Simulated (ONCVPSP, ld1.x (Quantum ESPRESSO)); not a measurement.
## Pseudopotentials across the periodic table

Generated with ld1.x 7.5 (TM, RRKJ, ultrasoft, PAW), atompaw 4.2 or ONCVPSP 4.0.1. The cutoff is in Ry: for ld1.x and atompaw files where the sum of valence levels is converged to 10 mRy in a Bessel basis, for ONCV files where the hardest occupied wave has 1 mHa per electron of residual kinetic energy. The error is the largest all-electron minus pseudo excitation energy over each file’s own four to seven test configurations (ionisations up to +4, promotions, holes and added fractions of an electron), all of which were solved. The labels leave out finer settings (local radius, basis sizes, second energies), which also bear on the numbers. Spin-polarised tests are not counted. The rows are a selection from randomly drawn settings: files with unsolved tests, undetermined cutoffs or missed reference levels are left out.

A true bound ghost makes a file unfit for plane-wave use even where its test errors are small: the radial tests pick states by their node count and pass the ghost by.

```csv
element,potential,cutoff (Ry),largest error (meV),bound ghosts
N,"ONCV, Wu-Cohen, scalar-relativistic, rc 1.10/2.00 (sp), local smoothed, core correction yes, reference 2s1.75 2p3.25, qcut 5/8, projectors 2/3",119,+449,none
O,"PAW, PBE, non-relativistic, rc 1.00/2.40 (sp), local smoothed, core correction yes, reference 2s2 2p4",21,+54,none
S,"ultrasoft, PBEsol, non-relativistic, rc 0.70/0.70/0.74 (spd), local smoothed, core correction no, reference 2s2 2p6 3s2 3p3",260,+150,none
Cr,"ONCV, PBEsol, scalar-relativistic, rc 4.05/3.80/1.10/3.90 (spdf), local smoothed, core correction yes, reference 3d5 4p1, qcut 1.8/2.3/9.9/2.8, projectors 2/2/2/2",188,+136,none
Os,"ONCV, PBEsol, scalar-relativistic, rc 2.55/2.20/1.65/1.18 (spdf), local f, core correction yes, reference 4f14 5d6 6s2, qcut 2.6/3.2/5.2/16.8, projectors 2/1/2/0",224,-128,"s, p"
```

(1) Fill in the row for Hg: ONCV, LDA (Perdew-Zunger), scalar-relativistic, rc 1.80/2.45/2.25/0.75 (spdf), local smoothed, core correction yes, reference 4f14 5d10 6s1, qcut 3.8/3.7/7.9/27.3, projectors 2/2/2/1.

(2) Fill in the row for Mn: ONCV, PBE, fully relativistic, rc 1.55/1.35/1.10 (spd), local smoothed, core correction no, reference 3s2 3p6 3d5 4s2, qcut 6.9/11.1/14.4, projectors 2/2/1.

Results:

(1) cutoff 570 Ry, largest error -2122 meV, bound ghosts: s, p, d.

(2) cutoff 147 Ry, largest error +9.6 meV, bound ghosts: none.
